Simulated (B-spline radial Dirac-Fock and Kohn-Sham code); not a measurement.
Binding energies of Fe²⁺ at several levels of theory

System: iron as Fe²⁺, 1s2 2s2 2p6 3s2 3p6 3d4 4s2 (an excited configuration).

The density-functional columns are spherical, spin-unpolarised Dirac-Kohn-Sham results without Breit or QED terms: −ε is minus the orbital energy of the initial state and ΔSCF the difference of two total energies. The reference in the last column comes from relaxed Dirac-Fock hole states (ΔSCF) with Breit and QED corrections and a finite nucleus. All numbers are from a radial finite-basis atomic code, in eV; a selection of levels is shown. The Kohn-Sham columns are given as differences from the reference. For the 1s level of heavy atoms much of the gap between ΔSCF and the reference is the Breit and QED part, -11.4 eV here; for other levels the error of the functional can be larger.

| level | LDA −ε − DF | LDA ΔSCF − DF | Dirac-Fock |
| --- | --- | --- | --- |
| K (1s) | -147.5 | +10.7 | 7164.0 |
| L1 (2s) | -49.8 | -22.0 | 903.9 |
| L2 (2p1/2) | -33.7 | -0.7 | 776.1 |
| L3 (2p3/2) | -34.0 | -1.5 | 763.9 |
| M1 (3s) | -19.6 | -8.8 | 146.5 |
| M2 (3p1/2) | -11.9 | -1.4 | 105.9 |
| M3 (3p3/2) | -11.9 | -1.5 | 104.3 |
| M4,5 (3d) | -7.9 | +1.9 | 47.01 |
| N1 (4s) | -2.2 | +2.5 | 27.11 |

Values without a named source are computed, but for edge energies of neutral atoms, which are taken from tables.
